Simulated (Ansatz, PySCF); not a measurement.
The Ansatz (a first-principles code) input:
Ansatz 0.2 input:
```yaml
crystal:
  periodic: [false, false, false]
  atoms:
    - {symbol: Li, position_ang: [-1.06016004, -0.63223328, -0.93043488]}
    - {symbol: C, position_ang: [0.25388465, 0.15140575, 0.22281837]}
    - {symbol: H, position_ang: [0.80848215, -0.58431615, 0.81388903]}
    - {symbol: H, position_ang: [-0.16854159, 0.84826251, 0.95369206]}
    - {symbol: H, position_ang: [1.01723164, 0.72431898, -0.31318668]}
basis:
  gaussian:
    orbitals: cc-pVDZ
hamiltonian:
  xc: {name: wB97X-V}
accuracy: high
```

Task: Write the same job for PySCF.

Result: One answer among several that fit: 
```python
from pyscf import gto, scf, dft

mol = gto.Mole()
mol.atom = '''
    Li   -1.060160   -0.632233   -0.930435
    C     0.253885    0.151406    0.222818
    H     0.808482   -0.584316    0.813889
    H    -0.168542    0.848263    0.953692
    H     1.017232    0.724319   -0.313187
'''
mol.basis = 'cc-pvdz'
mol.charge = 0
mol.spin = 0
mol.verbose = 4
mol.build()

mf = dft.RKS(mol)
mf.xc = 'wb97x_v'
mf.grids.atom_grid = (99, 590)
mf.grids.prune = None
mf.kernel()
```

Both were run: Ansatz gave -47.371814 Eh and PySCF -47.371849 Eh, 0.035 mEh apart.
